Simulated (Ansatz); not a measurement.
`CC1(C)c2ccccc2-c2ccccc21` with charge -1. Total charge -1; doublet. Geometry PBE0-D4/def2-SVP, that of the neutral singlet; atoms count from 1.

Cartesian coordinates in Å:
```
C 0.034 -1.183 -2.112
C -0.473 -0.164 -1.084
C -1.672 0.613 -1.642
C -0.821 -0.840 0.231
C -1.779 -1.813 0.480
C -1.931 -2.299 1.782
C -1.131 -1.815 2.819
C -0.167 -0.837 2.575
C -0.017 -0.352 1.276
C 0.892 0.655 0.726
C 1.877 1.429 1.339
C 2.607 2.326 0.560
C 2.354 2.448 -0.809
C 1.367 1.672 -1.422
C 0.638 0.776 -0.651
H 0.893 -1.745 -1.718
H 0.348 -0.678 -3.039
H -0.759 -1.902 -2.371
H -2.040 1.346 -0.909
H -1.393 1.154 -2.559
H -2.498 -0.071 -1.890
H -2.410 -2.200 -0.325
H -2.682 -3.065 1.990
H -1.262 -2.205 3.831
H 0.457 -0.458 3.388
H 2.076 1.335 2.409
H 3.383 2.940 1.023
H 2.934 3.157 -1.405
H 1.177 1.775 -2.494
```

The highest occupied level of the charge -1 doublet lies above zero (up to 1.99 eV). By energy differences it is unbound by 0.48 eV (vertical, against the charge 0 singlet, at PBE0-D4/def2-SVP) and held by the finite basis.

Question: Estimate the Mulliken populations from the PBE0/def2-SVP orbitals of Ansatz.

Answer: 
```csv
atom,charge (e),spin (α − β)
C1,0.06,0.00
C2,-0.28,-0.02
C3,0.06,0.00
C4,0.01,0.03
C5,-0.08,0.01
C6,-0.09,0.28
C7,-0.01,-0.11
C8,-0.11,0.21
C9,0.03,0.10
C10,0.03,0.10
C11,-0.11,0.21
C12,-0.01,-0.11
C13,-0.09,0.28
C14,-0.08,0.01
C15,0.01,0.03
H16,0.03,0.00
H17,0.00,0.00
H18,0.00,0.00
H19,0.03,0.00
H20,0.00,0.00
H21,0.00,0.00
H22,-0.06,0.00
H23,-0.06,-0.02
H24,-0.05,0.00
H25,-0.06,-0.01
H26,-0.06,-0.01
H27,-0.05,0.00
H28,-0.06,-0.02
H29,-0.06,0.00
```
Mulliken values depend strongly on the basis.

Question: Where does the spin sit?

Answer: Summed by element: C 1.04, H -0.04, of 1 unpaired in all. Largest on single atoms: C13 0.28, C6 0.28, C8 0.21.

Question: And the Mayer bond orders between heavy atoms (over 0.3)?

Answer: C1–C2 1.03 (1.53 Å); C2–C3 1.03 (1.53 Å); C2–C4 0.95 (1.52 Å); C2–C15 0.95 (1.52 Å); C4–C5 1.50 (1.39 Å); C4–C9 1.30 (1.41 Å); C5–C6 1.24 (1.40 Å); C6–C7 1.35 (1.40 Å); C7–C8 1.42 (1.39 Å); C8–C9 1.23 (1.39 Å); C9–C10 1.18 (1.46 Å); C10–C11 1.23 (1.39 Å); C10–C15 1.30 (1.41 Å); C11–C12 1.42 (1.39 Å); C12–C13 1.35 (1.40 Å); C13–C14 1.24 (1.40 Å); C14–C15 1.50 (1.39 Å).
